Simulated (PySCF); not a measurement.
C₅H₉ClOSi.
Atom-mapped SMILES: `[CH3:1][Si@@H:2]1[CH:3]=[CH:4][O:5][C@H:6]1[CH2:7][Cl:8]`

Cartesian coordinates in Å at the GFN2-xTB level; atoms count from 1:
```
atom  x, y, z in Å
C1    -1.4004   -1.9039    0.4998
Si2   -0.5178   -0.2448    0.7405
C3    -1.4012    1.3126    0.2030
C4    -0.7250    1.8750   -0.8024
O5     0.3880    1.3204   -1.3126
C6     0.7668    0.0975   -0.6688
C7     2.1904    0.2633   -0.1670
Cl8    2.6919   -1.2262    0.6483
H9    -0.7201   -2.7346    0.6611
H10   -1.8173   -1.9994   -0.4989
H11   -2.2143   -2.0024    1.2100
H12    0.1200   -0.1562    2.0599
H13   -2.2894    1.7697    0.5951
H14   -0.9814    2.7936   -1.3125
H15    0.7598   -0.6756   -1.4453
H16    2.8939    0.4491   -0.9801
H17    2.2492    1.0738    0.5599
```

Probes without a nucleus sit at each ring's centroid and 1 Å off its mean plane on both sides; NICS is minus the shielding there, NICSzz its component along the normal. Level: GIAO PBE0/pcSseg-1 (PySCF, non-relativistic, gas phase) on the GFN2-xTB geometry, one conformer.

Ring bond lengths (Å), with Mayer bond orders in brackets: Si2–C3 1.870 (0.90), C3–C4 1.336 (1.79), C4–O5 1.344 (1.06), O5–C6 1.433 (0.84), C6–Si2 1.937 (0.81).

Task: Give the NICS values of each ring in ppm.

Result: 
| ring | type | NICS(0) | NICS(1), two faces | NICS(1)zz, two faces | rms pucker (Å) | centre to ring atoms, mean (Å) |
| --- | --- | --- | --- | --- | --- | --- |
| Si2–C3–C4–O5–C6 | 5-membered ring with O and Si; formal bonds 1 double, 4 single | -3.9 | -2.9 / -3.2 | -2.9 / -2.7 | 0.01 | 1.34 |

Task: What can be read from them?

Result: 
- Si2–C3–C4–O5–C6: mean NICS(1)zz -2.8 ppm, near zero. Si2, C6 have four or more neighbours; no verdict on aromaticity is drawn.

Task: At the second NICS(1) probe listed for ring Si2–C3–C4–O5–C6, 1 Å off the ring, what do the in-plane components average?

Result: The isotropic value is a third of the trace: (3 × -3.2 − (-2.7))/2 = -3.5 ppm.

Task: Give the inner angles of the rings and the Hirshfeld charges of the ring atoms.

Result: 
- Si2–C3–C4–O5–C6: Si2 87.5° (+0.344 e), C3 109.1° (-0.206 e), C4 122.1° (+0.036 e), O5 113.6° (-0.109 e), C6 107.6° (-0.049 e); sum 540.0° against 540° for a flat convex ring.

Task: What are the shieldings of the ring atoms and their hydrogens in the same run (means over atoms taken as equivalent)?

Result: 
```tsv
atoms	environment	σ isotropic (ppm)
Si2	SiH silicon	352.9
C3	alkene CH carbon	92.3
C4	vinylic carbon bearing oxygen	16.9
O5	cyclic ether oxygen	162.2
C6	sp3 carbon bound to oxygen	111.2
H12	Si–H hydrogen	26.62
H13	vinylic hydrogen	26.93
H14	vinylic hydrogen	24.67
H15	methine hydrogen	27.72
```
